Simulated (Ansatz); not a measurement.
Start from `C[N](C)[Sn][N](C)C` and change one atom or group to get `C[N](C)[Sn][OH]`.

Ansatz, PBE0-D4/def2-TZVP geometries, multiplicity 1. Each molecule was computed in one conformer, which needn't be the lowest.

Elements past krypton have def2 core potentials.

```json
{"property": "HOMO–LUMO gap (PBE0/def2-TZVPP) / eV", "`C[N](C)[Sn][N](C)C`": "4.23"}
{"property": "size of the dipole moment (PBE/def2-TZVPP) / D", "`C[N](C)[Sn][N](C)C`": "0.49"}
{"property": "HOMO energy (ωB97M-V/def2-TZVPP) / eV", "`C[N](C)[Sn][N](C)C`": "-7.86"}
{"property": "HOMO–LUMO gap (PBE/def2-TZVPP) / eV", "`C[N](C)[Sn][N](C)C`": "2.47"}
{"property": "LUMO energy (ωB97M-V/def2-TZVPP) / eV", "`C[N](C)[Sn][N](C)C`": "0.15"}
{"property": "size of the dipole moment (B3LYP/def2-TZVPP) / D", "`C[N](C)[Sn][N](C)C`": "0.24"}
```

(1) Give the same properties after the change, and the shifts. (An estimate is asked.)

## Answers

(1) The calculation gave: 
| property | `C[N](C)[Sn][OH]` | shift |
| --- | --- | --- |
| HOMO–LUMO gap (PBE0/def2-TZVPP) / eV | 4.77 | 0.54 |
| size of the dipole moment (PBE/def2-TZVPP) / D | 2.24 | 1.75 |
| HOMO energy (ωB97M-V/def2-TZVPP) / eV | -8.56 | -0.70 |
| HOMO–LUMO gap (PBE/def2-TZVPP) / eV | 2.96 | 0.49 |
| LUMO energy (ωB97M-V/def2-TZVPP) / eV | 0.08 | -0.07 |
| size of the dipole moment (B3LYP/def2-TZVPP) / D | 2.22 | 1.98 |

With PBE0 the HOMO falls by 0.68 eV and the LUMO falls by 0.12 eV, so the gap widens by about 0.56 eV. PBE moves the HOMO by -0.64 eV and ωB97M-V by -0.70 eV. Dipoles are sizes alone; their direction can turn.

B3LYP here is the variant with VWN-RPA as its local correlation; programs differ in this.
